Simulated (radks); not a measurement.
Values are calculated unless marked as measured or tabulated.
All-electron atom: Ne1.4+ in [He] 2s1.6 2p5 (fractional occupations, a model configuration).

Code: a radial shooting solver on a logarithmic mesh with Libxc functionals. Model: scalar-relativistic Kohn-Sham, BLYP, spin-unpolarised, spherical densities, point nucleus.

Energy parts (hartree):
part                      energy
total                 -127.41447
kinetic                127.43275
electron-nucleus      -299.05098
Hartree                 55.84293
exchange-correlation   -11.63917

Orbitals (lengths in bohr, moments of r in powers of bohr; <r^-3> diverges for s and p1/2):
orbital  occ.  eigenvalue (hartree)  <r^-3>
1s          2             -31.78184       -
2s        1.6              -2.35830       -
2p          5              -1.50317   13.57

The highest occupied level is 2p at -40.903 eV. Summed over all electrons, <r^2> = 6.147 bohr^2, which gives a Langevin (diamagnetic) susceptibility term of -4.87 x 10^-6 cm^3/mol.
